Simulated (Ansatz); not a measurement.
`CC1=CC(C)=[O+][B-](O)(F)O1`. Charge 0, multiplicity 1.

| atom | x (Å) | y (Å) | z (Å) |
| --- | --- | --- | --- |
| C1 | -1.7792 | 1.1824 | -1.6230 |
| C2 | -0.9151 | 0.3919 | -0.7083 |
| C3 | 0.4582 | 0.5854 | -0.6296 |
| C4 | 1.1594 | -0.0597 | 0.3813 |
| C5 | 2.5876 | 0.2319 | 0.6704 |
| O6 | 0.6047 | -0.9181 | 1.1481 |
| B7 | -0.7587 | -1.5376 | 0.8075 |
| O8 | -1.4445 | -1.9192 | 1.9547 |
| F9 | -0.5262 | -2.5663 | -0.0606 |
| O10 | -1.5225 | -0.4553 | 0.0306 |
| H11 | -2.5809 | 1.6517 | -1.0485 |
| H12 | -2.2528 | 0.5021 | -2.3356 |
| H13 | -1.2174 | 1.9421 | -2.1629 |
| H14 | 0.9473 | 1.3120 | -1.2597 |
| H15 | 2.9777 | 1.0314 | 0.0437 |
| H16 | 2.6969 | 0.4986 | 1.7238 |
| H17 | 3.1720 | -0.6777 | 0.5088 |
| H18 | -1.6067 | -1.1955 | 2.5593 |

Give the diagnostics of a CCSD(T)/def2-TZVPP run (frozen core, Ansatz 0.2.0). (Best estimate.)

The calculation gave: T1 = 0.0158, largest single amplitude 0.056, largest double 0.049, (T) share of the correlation energy 4.0 %, 12 CCSD cycles. The RHF solution is stable towards an unrestricted one. T1 lies under the customary mark of 0.02 for closed shells.
